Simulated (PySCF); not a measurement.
iodoethane cation (C2H5I), SMILES CCI (connectivity only; charge and spin as stated), charge +1, multiplicity 2. Atoms are numbered in the order given.

```xyz
8

C     -0.4180    -2.4723     0.0000
C      0.6677    -1.4487     0.0000
I     -0.0404     0.6547     0.0000
H     -1.0481    -2.4357     0.8996
H      0.0994    -3.4503     0.0000
H     -1.0481    -2.4357    -0.8996
H      1.3188    -1.4253     0.8939
H      1.3188    -1.4253    -0.8939
```
Charge +1, spin multiplicity 2.

Coordinates come from a r2SCAN-D4/def2-SVP optimisation. The multiplicity is an assumed one; other spin states were not compared. The def2 effective core potentials stand for the cores of I; spin–orbit coupling is left out.

Method: TDA-PBE/def2-SVPD in PySCF.

Vertical excitations. Isolated molecule, no solvent.

```json
[
 {"state": "root 1", "energy (eV)": "0.09", "λ (nm)": "13880", "f": "0.000", "main pairs": "β HOMO→LUMO 100 %"},
 {"state": "root 2", "energy (eV)": "1.16", "λ (nm)": "1066", "f": "0.000", "main pairs": "β HOMO−1→LUMO 100 %"},
 {"state": "root 3", "energy (eV)": "1.72", "λ (nm)": "719", "f": "0.017", "main pairs": "β HOMO−2→LUMO 98 %"},
 {"state": "root 4", "energy (eV)": "2.89", "λ (nm)": "429", "f": "0.000", "main pairs": "β HOMO−3→LUMO 100 %"},
 {"state": "root 5", "energy (eV)": "3.51", "λ (nm)": "353", "f": "0.000", "main pairs": "β HOMO−4→LUMO 100 %"},
 {"state": "root 6", "energy (eV)": "4.48", "λ (nm)": "277", "f": "0.000", "main pairs": "α HOMO→LUMO 38 %, β HOMO→LUMO+1 62 %"},
 {"state": "root 7", "energy (eV)": "4.55", "λ (nm)": "273", "f": "0.009", "main pairs": "β HOMO−5→LUMO 96 %"},
 {"state": "root 8", "energy (eV)": "5.12", "λ (nm)": "242", "f": "0.001", "main pairs": "α HOMO→LUMO 62 %, β HOMO→LUMO+1 38 %"},
 {"state": "root 9", "energy (eV)": "5.30", "λ (nm)": "234", "f": "0.000", "main pairs": "α HOMO−2→LUMO 48 %, β HOMO−1→LUMO+1 49 %"},
 {"state": "root 10", "energy (eV)": "5.58", "λ (nm)": "222", "f": "0.000", "main pairs": "α HOMO−1→LUMO 98 %"}
]
```
Unrestricted roots are not spin-pure.
